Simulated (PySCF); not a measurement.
Fill in the blanks.

C₆H₉NO.
Structure used (GFN2-xTB), in Å, numbered top down from 1:
```xyz
17
C6H9NO angstrom
C      2.367   -0.096    0.903
C      1.261   -0.915    0.277
O      1.342   -2.114    0.093
N      0.143   -0.232   -0.079
C     -0.151    1.118    0.043
C     -1.360    1.409   -0.424
C     -2.037    0.174   -0.944
C     -0.991   -0.923   -0.691
H      2.019    0.378    1.818
H      3.194   -0.761    1.138
H      2.711    0.671    0.212
H      0.568    1.789    0.475
H     -1.821    2.377   -0.444
H     -2.278    0.272   -2.004
H     -2.970   -0.021   -0.412
H     -1.346   -1.700   -0.010
H     -0.658   -1.414   -1.610
```

```csv
property,level,value
point group of the GFN2-xTB geometry,GFN2-xTB,Cs
"rotational constants A, B, C of the GFN2-xTB geometry",GFN2-xTB,"4.456, 1.617, 1.213 GHz"
dipole moment,wB97X-D/def2-SVPD,3.52 D
HOMO energy,wB97X-D/def2-SVPD,?
LUMO energy,wB97X-D/def2-SVPD,?
lowest singlet excitation,TDDFT wB97X-D/def2-SVPD,?
strongest line among the 8 lowest singlet transitions,TDDFT wB97X-D/def2-SVPD,?
lowest triplet excitation (Tamm–Dancoff),TDA wB97X-D/def2-SVPD,3.72 eV
static isotropic polarisability,wB97X-D/def2-SVPD,81.6 au
electronic spatial extent ⟨r²⟩ about the centre of nuclear charge,wB97X-D/def2-SVPD,?
```

Electronic properties: PySCF, gas phase, density fitting.

(1) Give the strongest line among the 8 lowest singlet transitions.

(2) What is the HOMO energy?

(3) Give the LUMO energy.

(4) The electronic spatial extent ⟨r²⟩ about the centre of nuclear charge?

(5) What is the lowest singlet excitation?

## Answers

(1) S2 at 5.59 eV (222 nm, f = 0.418).

(2) -7.94 eV.

(3) 1.58 eV.

(4) 984 bohr².

(5) 5.58 eV (222 nm, f = 0.002).

The largest Löwdin shares of the HOMO are 0.25 on N4, 0.25 on C6, 0.15 on C5 and 0.12 on O3. With B = h/(8π²I), that is 505.379 GHz u Å² over I, the principal moments of inertia are 113.4, 312.5 and 416.5 u Å² (most abundant isotopes); the inertial defect Ic − Ia − Ib is -9.4 u Å² (zero for a rigid planar frame, negative otherwise). The dipole matches unit charges of opposite sign 0.73 Å apart (1 e·Å = 4.8032 D). The polarisability is 12.09 Å³ as a volume (1 au = 0.148185 Å³), or 1.36 au for each of the 60 electrons. No computed singlet falls in the visible range (750 to 380 nm, 1.65 to 3.26 eV); S1 lies 2.32 eV above its blue end.

For the TDDFT job (wB97X-D/def2-SVPD), the run took 2.8 min wall, 2.4 min CPU (with the writing of density and orbital grids) on one thread, Intel Xeon at 2.50 GHz (x86_64), on a shared host, and the process peaked at 0.99 GiB of memory.

One conformer stands for the species.
